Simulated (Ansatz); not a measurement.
Ansatz (a quantum-chemistry and plane-wave program) input (B3LYP-D3(BJ)/def2-TZVP):

Ansatz 0.2 input:
```yaml
crystal:
  periodic: [false, false, false]
  atoms:
    - {symbol: C, position_ang: [-0.16093907, -1.76053309, 0.00094018]}
    - {symbol: C, position_ang: [0.87229669, -1.23444662, -1.01075713]}
    - {symbol: C, position_ang: [1.79427147, -0.14070695, -0.45963437]}
    - {symbol: C, position_ang: [1.17011190, 1.23003685, -0.23529169]}
    - {symbol: S, position_ang: [-0.24783306, 1.16407865, 0.93616009]}
    - {symbol: C, position_ang: [-1.57138180, 0.42297631, -0.10036899]}
    - {symbol: C, position_ang: [-1.54669190, -1.10234386, -0.02074137]}
    - {symbol: H, position_ang: [0.25848899, -1.69016908, 1.01057032]}
    - {symbol: H, position_ang: [-0.31595623, -2.82684348, -0.16350895]}
    - {symbol: H, position_ang: [0.38272056, -0.89558983, -1.92892247]}
    - {symbol: H, position_ang: [1.51438074, -2.06264078, -1.31008702]}
    - {symbol: H, position_ang: [2.61356779, 0.03449330, -1.16148368]}
    - {symbol: H, position_ang: [2.25630429, -0.48625346, 0.46802658]}
    - {symbol: H, position_ang: [1.87357545, 1.92001252, 0.23145738]}
    - {symbol: H, position_ang: [0.78474854, 1.67161886, -1.15375222]}
    - {symbol: H, position_ang: [-2.50369404, 0.83825521, 0.28102492]}
    - {symbol: H, position_ang: [-1.40295477, 0.80110927, -1.10708276]}
    - {symbol: H, position_ang: [-2.10900180, -1.44925758, -0.89085776]}
    - {symbol: H, position_ang: [-2.10523580, -1.42510557, 0.85829862]}
    - {symbol: H, position_ang: [-0.62761882, 2.45521624, 0.84287593]}
basis:
  gaussian:
    orbitals: def2-TZVP
hamiltonian:
  xc: b3lyp
  dispersion: d3bj
total_charge: 1
phonons: {temperatures: {t_min: 298.15, t_max: 298.15, t_step: 100}}
```

Output:

```
Functional definition: B3LYP
integrals: 0.35 GiB planned
1923 factors; their error is unknown
0.42 GiB of the device are held for the grids
1.96 GiB of device memory are held for the factors and their scratch space
mean field: 2.33 GiB planned
mean field evaluation 1: about -17239.2804 eV, gradient 1.1e2 eV
mean field evaluation 2: about -17135.1324 eV, gradient 2.0e2 eV
mean field evaluation 4: about -17265.8137 eV, gradient 1.1e1 eV
mean field evaluation 8: about -17266.0844 eV, gradient 2.7e-1 eV
mean field evaluation 16: about -17266.0476 eV, gradient 1.1e-3 eV
mean field -17266.04755251 eV, -634.5155442074 hartree, gradient 2.0e-5 eV, S^2 0.000000; 0 other end points of the search recorded, 0 dependent functions left out
the calculation of the forces begins
reference -17266.04784694 eV, -634.5155550274 hartree; 32, 32 occupied and 269, 269 virtual orbitals, 1923 factors
these checks for a lower state are left out or cut short: stability, starts, cluster_reference, orbital_swaps, neighbouring_geometries, increment
integrals: 0.35 GiB planned
1923 factors; their error is unknown
0.42 GiB of the device are held for the grids
1.96 GiB of device memory are held for the factors and their scratch space
mean field: 2.33 GiB planned
mean field -17266.04739986 eV, -634.5155385978 hartree, gradient 4.4e-6 eV, S^2 0.000000; 0 other end points of the search recorded, 0 dependent functions left out
the calculation of the forces begins
reference -17266.04769427 eV, -634.5155494168 hartree; 32, 32 occupied and 269, 269 virtual orbitals, 1923 factors
these checks for a lower state are left out or cut short: stability, starts, cluster_reference, orbital_swaps, neighbouring_geometries, increment
integrals: 0.35 GiB planned
1923 factors; their error is unknown
0.42 GiB of the device are held for the grids
1.96 GiB of device memory are held for the factors and their scratch space
mean field: 2.33 GiB planned
mean field evaluation 32: about -17266.0474 eV, gradient 1.1e-2 eV
mean field -17266.04742551 eV, -634.5155395402 hartree, gradient 4.4e-6 eV, S^2 0.000000; 0 other end points of the search recorded, 0 dependent functions left out
the calculation of the forces begins
reference -17266.04771996 eV, -634.5155503611 hartree; 32, 32 occupied and 269, 269 virtual orbitals, 1923 factors
these checks for a lower state are left out or cut short: stability, starts, cluster_reference, orbital_swaps, neighbouring_geometries, increment
integrals: 0.35 GiB planned
1923 factors; their error is unknown
0.42 GiB of the device are held for the grids
1.96 GiB of device memory are held for the factors and their scratch space
mean field: 2.33 GiB planned
mean field -17266.04728525 eV, -634.5155343859 hartree, gradient 4.4e-6 eV, S^2 0.000000; 0 other end points of the search recorded, 0 dependent functions left out
the calculation of the forces begins
reference -17266.04757966 eV, -634.5155452050 hartree; 32, 32 occupied and 269, 269 virtual orbitals, 1923 factors
these checks for a lower state are left out or cut short: stability, starts, cluster_reference, orbital_swaps, neighbouring_geometries, increment
integrals: 0.35 GiB planned
1923 factors; their error is unknown
0.42 GiB of the device are held for the grids
1.96 GiB of device memory are held for the factors and their scratch space
mean field: 2.33 GiB planned
mean field -17266.04748218 eV, -634.5155416229 hartree, gradient 4.4e-6 eV, S^2 0.000000; 0 other end points of the search recorded, 0 dependent functions left out
[...]
1923 factors; their error is unknown
0.42 GiB of the device are held for the grids
1.96 GiB of device memory are held for the factors and their scratch space
mean field: 2.33 GiB planned
mean field -17266.04749808 eV, -634.5155422072 hartree, gradient 4.4e-6 eV, S^2 0.000000; 0 other end points of the search recorded, 0 dependent functions left out
the calculation of the forces begins
reference -17266.04779250 eV, -634.5155530269 hartree; 32, 32 occupied and 269, 269 virtual orbitals, 1923 factors
these checks for a lower state are left out or cut short: stability, starts, cluster_reference, orbital_swaps, neighbouring_geometries, increment
integrals: 0.35 GiB planned
1923 factors; their error is unknown
0.42 GiB of the device are held for the grids
1.96 GiB of device memory are held for the factors and their scratch space
mean field: 2.33 GiB planned
mean field evaluation 800: about -17266.0467 eV, gradient 7.5e-1 eV
mean field -17266.04755731 eV, -634.5155443838 hartree, gradient 4.4e-6 eV, S^2 0.000000; 0 other end points of the search recorded, 0 dependent functions left out
the calculation of the forces begins
reference -17266.04785175 eV, -634.5155552041 hartree; 32, 32 occupied and 269, 269 virtual orbitals, 1923 factors
these checks for a lower state are left out or cut short: stability, starts, cluster_reference, orbital_swaps, neighbouring_geometries, increment
integrals: 0.35 GiB planned
1923 factors; their error is unknown
0.42 GiB of the device are held for the grids
1.96 GiB of device memory are held for the factors and their scratch space
mean field: 2.33 GiB planned
mean field -17266.04749671 eV, -634.5155421568 hartree, gradient 4.4e-6 eV, S^2 0.000000; 0 other end points of the search recorded, 0 dependent functions left out
the calculation of the forces begins
reference -17266.04779117 eV, -634.5155529778 hartree; 32, 32 occupied and 269, 269 virtual orbitals, 1923 factors
these checks for a lower state are left out or cut short: stability, starts, cluster_reference, orbital_swaps, neighbouring_geometries, increment
integrals: 0.35 GiB planned
1923 factors; their error is unknown
0.42 GiB of the device are held for the grids
1.96 GiB of device memory are held for the factors and their scratch space
mean field: 2.33 GiB planned
mean field -17266.04746344 eV, -634.5155409341 hartree, gradient 4.4e-6 eV, S^2 0.000000; 0 other end points of the search recorded, 0 dependent functions left out
the calculation of the forces begins
reference -17266.04775784 eV, -634.5155517531 hartree; 32, 32 occupied and 269, 269 virtual orbitals, 1923 factors
these checks for a lower state are left out or cut short: stability, starts, cluster_reference, orbital_swaps, neighbouring_geometries, increment
integrals: 0.35 GiB planned
1923 factors; their error is unknown
0.42 GiB of the device are held for the grids
1.96 GiB of device memory are held for the factors and their scratch space
mean field: 2.33 GiB planned
mean field -17266.04752786 eV, -634.5155433015 hartree, gradient 4.4e-6 eV, S^2 0.000000; 0 other end points of the search recorded, 0 dependent functions left out
the calculation of the forces begins
reference -17266.04782228 eV, -634.5155541213 hartree; 32, 32 occupied and 269, 269 virtual orbitals, 1923 factors
these checks for a lower state are left out or cut short: stability, starts, cluster_reference, orbital_swaps, neighbouring_geometries, increment
integrals: 0.35 GiB planned
1923 factors; their error is unknown
0.42 GiB of the device are held for the grids
1.96 GiB of device memory are held for the factors and their scratch space
mean field: 2.33 GiB planned
mean field evaluation 832: about -17266.0475 eV, gradient 4.4e-6 eV
mean field -17266.04754714 eV, -634.5155440100 hartree, gradient 4.4e-6 eV, S^2 0.000000; 0 other end points of the search recorded, 0 dependent functions left out
the calculation of the forces begins
reference -17266.04784157 eV, -634.5155548301 hartree; 32, 32 occupied and 269, 269 virtual orbitals, 1923 factors
these checks for a lower state are left out or cut short: stability, starts, cluster_reference, orbital_swaps, neighbouring_geometries, increment
integrals: 0.35 GiB planned
1923 factors; their error is unknown
0.42 GiB of the device are held for the grids
1.96 GiB of device memory are held for the factors and their scratch space
mean field: 2.33 GiB planned
mean field -17266.04751892 eV, -634.5155429730 hartree, gradient 4.4e-6 eV, S^2 0.000000; 0 other end points of the search recorded, 0 dependent functions left out
the calculation of the forces begins
reference -17266.04781335 eV, -634.5155537932 hartree; 32, 32 occupied and 269, 269 virtual orbitals, 1923 factors
these checks for a lower state are left out or cut short: stability, starts, cluster_reference, orbital_swaps, neighbouring_geometries, increment
integrals: 0.35 GiB planned
1923 factors; their error is unknown
0.42 GiB of the device are held for the grids
1.96 GiB of device memory are held for the factors and their scratch space
mean field: 2.33 GiB planned
mean field -17266.04744183 eV, -634.5155401400 hartree, gradient 4.4e-6 eV, S^2 0.000000; 0 other end points of the search recorded, 0 dependent functions left out
the calculation of the forces begins
reference -17266.04773625 eV, -634.5155509598 hartree; 32, 32 occupied and 269, 269 virtual orbitals, 1923 factors
these checks for a lower state are left out or cut short: stability, starts, cluster_reference, orbital_swaps, neighbouring_geometries, increment
integrals: 0.35 GiB planned
1923 factors; their error is unknown
0.42 GiB of the device are held for the grids
1.96 GiB of device memory are held for the factors and their scratch space
mean field: 2.33 GiB planned
mean field -17266.04756543 eV, -634.5155446821 hartree, gradient 4.4e-6 eV, S^2 0.000000; 0 other end points of the search recorded, 0 dependent functions left out
the calculation of the forces begins
reference -17266.04785985 eV, -634.5155555020 hartree; 32, 32 occupied and 269, 269 virtual orbitals, 1923 factors
these checks for a lower state are left out or cut short: stability, starts, cluster_reference, orbital_swaps, neighbouring_geometries, increment
integrals: 0.35 GiB planned
1923 factors; their error is unknown
0.42 GiB of the device are held for the grids
1.96 GiB of device memory are held for the factors and their scratch space
mean field: 2.33 GiB planned
mean field -17266.04752530 eV, -634.5155432073 hartree, gradient 4.4e-6 eV, S^2 0.000000; 0 other end points of the search recorded, 0 dependent functions left out
the calculation of the forces begins
reference -17266.04781972 eV, -634.5155540273 hartree; 32, 32 occupied and 269, 269 virtual orbitals, 1923 factors
Total energy: -17267.01391469 eV, -634.5510573626 hartree
Atom 0 at    -0.160939    -1.760533     0.000940 Å, force     0.000089    -0.000142    -0.000414 eV/Å
Atom 1 at     0.872297    -1.234447    -1.010757 Å, force     0.000696    -0.000544    -0.000078 eV/Å
Atom 2 at     1.794271    -0.140707    -0.459634 Å, force    -0.000043     0.000202    -0.000010 eV/Å
Atom 3 at     1.170112     1.230037    -0.235292 Å, force     0.000346     0.000115     0.000235 eV/Å
Atom 4 at    -0.247833     1.164079     0.936160 Å, force    -0.000201    -0.000707    -0.000156 eV/Å
Atom 5 at    -1.571382     0.422976    -0.100369 Å, force    -0.000168     0.000497     0.000442 eV/Å
Atom 6 at    -1.546692    -1.102344    -0.020741 Å, force     0.000054    -0.000556     0.000717 eV/Å
Atom 7 at     0.258489    -1.690169     1.010570 Å, force    -0.000129     0.000097     0.000060 eV/Å
Atom 8 at    -0.315956    -2.826843    -0.163509 Å, force     0.000062     0.000103    -0.000117 eV/Å
Atom 9 at     0.382721    -0.895590    -1.928922 Å, force     0.000119     0.000485    -0.000147 eV/Å
Atom 10 at     1.514381    -2.062641    -1.310087 Å, force    -0.000098    -0.000144    -0.000169 eV/Å
Atom 11 at     2.613568     0.034493    -1.161484 Å, force     0.000054     0.000000    -0.000132 eV/Å
Atom 12 at     2.256304    -0.486253     0.468027 Å, force    -0.000172    -0.000065     0.000288 eV/Å
Atom 13 at     1.873575     1.920013     0.231457 Å, force     0.000099     0.000068     0.000092 eV/Å
Atom 14 at     0.784749     1.671619    -1.153752 Å, force    -0.000403    -0.000157    -0.000227 eV/Å
Atom 15 at    -2.503694     0.838255     0.281025 Å, force    -0.000105     0.000035    -0.000195 eV/Å
Atom 16 at    -1.402955     0.801109    -1.107083 Å, force     0.000181    -0.000190    -0.000192 eV/Å
Atom 17 at    -2.109002    -1.449258    -0.890858 Å, force    -0.000249     0.000265    -0.000003 eV/Å
Atom 18 at    -2.105236    -1.425106     0.858299 Å, force    -0.000043     0.000190     0.000165 eV/Å
Atom 19 at    -0.627619     2.455216     0.842876 Å, force    -0.000087     0.000448    -0.000160 eV/Å
Dipole moment:    -0.157086     0.664097     0.040199 e Å
Vibrations: 134.67 168.53 235.39 259.06 300.83 348.06 450.68 475.19 597.76 639.88 731.37 752.08 796.67 843.04 847.94 890.15 918.94 964.73 1001.05 1010.66 1061.22 1097.57 1113.14 1177.17 1197.92 1217.60 1257.32 1287.96 1303.95 1318.54 1343.61 1384.36 1385.88 1399.57 1410.75 1456.74 1468.12 1481.61 1490.45 1500.20 1504.18 2634.37 3015.84 3034.76 3045.11 3052.43 3067.49 3079.38 3082.63 3086.79 3095.51 3097.66 3130.63 3137.77 cm⁻¹, zero-point energy 4.946034 eV
```

It need not be the lowest isomer of its formula.
